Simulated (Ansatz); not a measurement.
`[SiH3]CBC=S`, relaxed with RKS PBE0-D4/def2-TZVP in Ansatz 0.2.0 from a PBE-D4/def2-SVP geometry. The force threshold is 0.005 eV/Å; the program also tests the step.

The species carries charge 0 and has multiplicity 1.

Start:

```xyz
12

Si   -1.388    0.388   -0.936
C     0.133    0.969    0.052
B     0.615   -0.161    1.033
C     1.705   -1.188    0.661
S     0.754   -2.380    0.041
H    -1.967    1.556   -1.696
H    -1.003   -0.671   -1.930
H    -2.446   -0.155   -0.016
H     0.897    1.296   -0.684
H    -0.213    1.851    0.633
H     0.101   -0.268    2.136
H     2.811   -1.237    0.706
```

Problem. How much energy does the relaxation release, and in how many steps? (An estimate is asked.)

Solution. The calculation gave: 5.45 kJ/mol, in 11 steps.

Problem. Which bonds change most? (Estimate.)

Solution. Ansatz gave: C4–S5 from 1.646 to 1.620 Å; B3–H11 from 1.221 to 1.199 Å; C2–B3 from 1.572 to 1.550 Å; Si1–H6 from 1.509 to 1.490 Å.

Problem. Give the relaxed structure. (An estimate is asked.)

Solution. Computed: 
```xyz
12

Si   -1.369    0.384   -0.926
C     0.135    0.968    0.056
B     0.606   -0.136    1.037
C     1.648   -1.199    0.644
S     0.794   -2.437    0.042
H    -1.950    1.552   -1.646
H    -0.981   -0.638   -1.929
H    -2.404   -0.177   -0.021
H     0.887    1.272   -0.679
H    -0.214    1.849    0.604
H     0.111   -0.233    2.124
H     2.737   -1.206    0.694
```
